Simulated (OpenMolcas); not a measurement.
Ionisation energies of lanthanum

* Program: OpenMolcas
* Basis: ANO-RCC-VTZP [8s7p5d3f2g1h]
* Scalar Hamiltonian: DKH2, point nucleus
* Spin-orbit coupling: RASSI with atomic mean-field integrals over the reference wave functions, term energies averaged over their components

Active shells in each charge state: the valence d shell, with orbitals averaged over the low states. Where CASPT2's correlated closed shells are named, they are those of the first ion.

A. CASSCF
B. SS-CASPT2, IPEA 0.25 Eh, imaginary shift 0.1 Eh (closed shells correlated: 5s 5p)
C. SS-CASPT2, IPEA 0.25 Eh, imaginary shift 0.1 Eh (closed shells correlated: none)
D. SS-CASPT2, IPEA 0.25 Eh, imaginary shift 0.1 Eh (closed shells correlated: 4d 5s 5p)
E. SS-CASPT2, IPEA 0 Eh, imaginary shift 0.1 Eh (closed shells correlated: 5s 5p)

Energies in eV between the lowest computed levels, named as in B; reference values from the NIST Atomic Spectra Database with their kind.

```json
{"From": "La2+ 5d 2D 3/2", "To": "La3+ 5p6 1S0", "A": "18.220", "B": "18.976", "C": "18.220", "D": "18.977", "E": "19.077", "Spin-orbit share in B": "+0.119", "Reference": "19.177 (measured)"}
```

Error against the reference values, in %:

```json
{"From": "La2+", "Reference": "measured", "A": "-5.0", "B": "-1.0", "C": "-5.0", "D": "-1.0", "E": "-0.5"}
```

Absolute error against the one measured value: A 0.96 eV, B 0.20 eV, C 0.96 eV, D 0.20 eV, E 0.10 eV. E lies closest.

The lowest level within the active space need not be the ion's true ground level.
